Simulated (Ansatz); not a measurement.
Species: sum formula H$_{10}$Si$_{4}$O, charge 0, multiplicity 1. 
Coordinates optimised at B3LYP-D3(BJ)/def2-TZVP (Ansatz, a program for electronic structure):
```
Si
O 1 1.6728
H 2 0.9610 1 117.74
Si 1 2.3436 2 106.47 3 -180.00
H 4 1.4829 1 111.19 2 -60.88
H 4 1.4829 5 109.07 1 -122.98
H 4 1.4846 5 108.72 6 -118.40
Si 1 2.3541 2 111.73 3 -60.50
H 8 1.4838 1 111.54 2 -62.42
H 8 1.4843 9 108.79 1 120.81
H 8 1.4862 9 108.22 10 117.55
Si 1 2.3541 2 111.73 3 60.50
H 12 1.4838 1 111.54 2 62.42
H 12 1.4843 13 108.79 1 -120.81
H 12 1.4862 13 108.22 14 -117.55
```
Charge 0, spin multiplicity 1.

Quantity: vertical ionisation energy (to the doublet state of charge +1; each state is the SCF solution reached for its spin), in eV. Correlated levels leave the core frozen unless marked. UHF or UKS for open shells. Spin-orbit coupling is left out. No relativistic terms. CBS marks a two-point X^-3 extrapolation of the correlation energy; Hartree-Fock from the larger set.

| level | program | vertical ionisation energy (eV) |
|---|---|---|
| B3LYP/def2-TZVPD | Ansatz | 9.13 |
| PBE0/def2-TZVPD | Ansatz | 9.12 |
| BHLYP/def2-TZVPD | Ansatz | 9.27 |
| CAM-B3LYP/def2-TZVPD | Ansatz | 9.28 |
| RI-MP2/CBS(aug-cc-pV(T+d)Z,aug-cc-pV(Q+d)Z) | Ansatz | 9.53 |
| CCSD/aug-cc-pV(D+d)Z | Ansatz | 9.27 |
